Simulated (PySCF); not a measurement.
Molecule: `C/C=C/CO[SiH3]`, C4H10OSi.

Geometry:
| atom | x (Å) | y (Å) | z (Å) |
| --- | --- | --- | --- |
| C1 | 2.792 | -0.342 | 0.168 |
| C2 | 1.302 | -0.296 | 0.109 |
| C3 | 0.495 | -1.355 | 0.188 |
| C4 | -0.997 | -1.294 | 0.126 |
| O5 | -1.451 | 0.023 | -0.023 |
| Si6 | -3.051 | 0.443 | -0.203 |
| H7 | 3.167 | -1.369 | 0.290 |
| H8 | 3.175 | 0.264 | 1.007 |
| H9 | 3.240 | 0.079 | -0.747 |
| H10 | 0.830 | 0.686 | -0.009 |
| H11 | 0.915 | -2.363 | 0.307 |
| H12 | -1.417 | -1.751 | 1.047 |
| H13 | -1.350 | -1.929 | -0.714 |
| H14 | -3.642 | -0.218 | -1.409 |
| H15 | -3.082 | 1.922 | -0.356 |
| H16 | -3.853 | 0.029 | 0.992 |

Geometry PBE0-D3(BJ)/def2-SVP throughout; GIAO in PySCF, gas phase, one conformer, non-relativistic; equivalent atoms averaged; functional PBE0.

For orientation, 6-31G gives these shifts δ (against TMS at the same level): C3 125.1, C2 122.3, C4 64.5, Si6 1.4, H10 6.78, H11 5.63, H14/H15/H16 5.01, H12/H13 4.07, H7/H8/H9 1.92 ppm.

A run gave: C3 127.3, C2 124.2, C4 62.8, Si6 -37.0, H10 5.99, H11 5.29, H14/H15/H16 4.83, H12/H13 3.92, H7/H8/H9 1.63 ppm (shifts δ (against TMS at the same level)).

Which basis set was used in that run?
A. 6-311+G(2d,p)
B. def2-SVP
C. STO-3G
D. pcSseg-1

Results:

B. C3 tells them apart best: def2-SVP gives 127.3, 6-311+G(2d,p) gives 133.6, pcSseg-1 gives 134.8, STO-3G gives 108.5 ppm.
